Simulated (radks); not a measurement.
Isoelectronic series with 19 electrons, all held in the configuration [Ar] 4s1, which need not be the ground one along the series. All-electron calculation, Dirac Kohn-Sham, PBE, spin-unpolarised, spherical densities, point nucleus. Program: a radial shooting solver on a logarithmic mesh with Libxc functionals. Total energies (hartree) and mean radii <r> (bohr):

ion,E (hartree),4s1/2,3p3/2
K,-602.08996,5.007,1.438
Ti3+,-851.44576,2.534,1.036
Mn6+,-1146.83846,1.836,0.8183
Ni9+,-1488.53349,1.461,0.6787
Ga12+,-1876.94655,1.218,0.5807
Se15+,-2312.58982,1.047,0.5077
Rb18+,-2796.06117,0.9185,0.4512
Zr21+,-3328.04349,0.8182,0.4060
Tc24+,-3909.30805,0.7375,0.3690
Pd27+,-4540.72016,0.6710,0.3382
In30+,-5223.24652,0.6152,0.3120
Te33+,-5957.96436,0.5676,0.2896
Cs36+,-6746.0723,0.5265,0.2701
Ce39+,-7588.9031,0.4906,0.2530
Pm42+,-8487.9392,0.4590,0.2378
Gd45+,-9444.8306,0.4308,0.2243
